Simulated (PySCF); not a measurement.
Species: C3H7FSSi.
SMILES with atom numbers: `[CH2:1]=[C:2]([SiH2:3][F:4])[S:5][CH3:6]` (hydrogens: H7, H8 on C1; H9, H10 on Si3; H11, H12, H13 on C6)

Torsions of this conformer, `[CH2:1]=[C:2]([SiH2:3][F:4])[S:5][CH3:6]`: C1–C2–Si3–F4 4°, C1–C2–S5–C6 0°.

The closed-shell ground state was solved at several levels (PySCF, density fitting, gas phase, non-relativistic). Isolated species at its PBE0-D3(BJ)/def2-SVP geometry (one conformer only).

```csv
level,basis functions,total energy (Eh),HOMO (eV),LUMO (eV),gap (eV),dipole (D)
PBE0/def2-SVP,127,-905.2066,-6.41,-0.28,6.13,2.20
PBE0/aug-cc-pVDZ,209,-905.6143,-6.52,-0.59,5.93,2.29
PBE0/def2-TZVP,240,-905.7062,-6.50,-0.51,5.99,2.27
```

Estimate the row for PBE0/6-31+G*, a basis of 130 functions; the other rows only guide the guess.

Total energy -905.5577 Eh, HOMO -6.50 eV, LUMO -0.53 eV, gap 5.97 eV, dipole 2.32 D.

Over all these levels, which gives the widest orbital gap and which the narrowest?

PBE0/def2-SVP has the widest, 6.13 eV, and PBE0/aug-cc-pVDZ the narrowest, 5.93 eV. From the narrowest to the widest the HOMO moves by +0.11 eV and the LUMO by +0.31 eV.

How much does the basis alone move the frontier levels among the 4 PBE0 rows (the withheld one included)?

The HOMO by 0.11 eV and the LUMO by 0.31 eV. By rising basis size (HOMO, LUMO in eV): def2-SVP -6.41, -0.28; 6-31+G* -6.50, -0.53; aug-cc-pVDZ -6.52, -0.59; def2-TZVP -6.50, -0.51.

How far do the dipole and the HOMO energy spread over the levels?

The dipole runs from 2.20 to 2.32 D (mean 2.27 D) and the HOMO from -6.52 to -6.41 eV.
